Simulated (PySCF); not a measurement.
# Structure from NMR data

The spectra below were simulated for a compound C$_{2}$H$_{11}$Cl$_{2}$NSi$_{4}$.

$^{1}$H NMR (400 MHz, computed): δ 6.04 (m, 2H), 5.57 (m, 1H), 4.81 (m, 1H), 2.95 (s, 3H), 0.47 (br s, 1H), 0.09 (d, 3H).

$^{13}$C{$^{1}$H} NMR (computed): δ 34.7 (CH3), -9.0 (CH3).

Calculated, not measured (PySCF 2.14.0 with density-fitted response routines): GFN2-xTB structure, shielding tensors at PBE0/pcSseg-1 (GIAO). In vacuum, relativity neglected, rapidly exchanging positions averaged, one computed conformer.

References, each an isolated molecule treated in the same way: TMS for $^{1}$H, $^{13}$C.

Deduce the structure.

Results:


- Rings plus π bonds: 1 (1 ring in the answer).
- 2 carbon signals for 2 carbons: no two carbons are equivalent.
- Carbon types of the structure: 2 × CH3, leaving 5 H on heteroatoms.
- δC 34.7: methyl carbon bonded to N; deshielded by the electronegative neighbour.
- δC -9.0: methyl carbon bonded to Si; an electropositive neighbour leaves it electron-rich and shielded.
- δH 5.57: hydrogen on a silicon bonded to N, 2 Si, in a 4-membered ring.
- δH 4.81: hydrogen on a silicon bonded to C, 2 Si, in a 4-membered ring.
- δH 2.95: hydrogen on a methyl carbon bonded to N; its carbon carries N, which withdraws density.
- δH 0.47: hydrogen on a nitrogen bonded to C, Si; exchangeable; this is the value without hydrogen bonding to other molecules.
- δH 0.09: hydrogen on a methyl carbon bonded to Si; an electropositive neighbour shields it, as in TMS itself.

The compound is SMILES CN[Si@@H]1[Si@H](Cl)[Si@@H](C)[Si@@H]1Cl.

The shifts were computed for this structure.

OH and NH positions are those of a molecule without intermolecular hydrogen bonds; in solution they move with solvent, concentration and temperature, and exchange usually removes their couplings. Shifts are as computed. Against solution values, carbons near 30 ppm lie about +3 ppm off and those near 130 ppm about +5 ppm. Of 1309 compounds with measured shifts, 239 miss one by over three times the rms of a fit or turn the order of signals round; such compounds aren't used in these exercises. No couplings were computed; multiplicities are counted from neighbouring protons, with m where these are inequivalent, close in shift, in a saturated or five-membered ring or joined by F or P, and br s for small geminal =CH2 splittings.
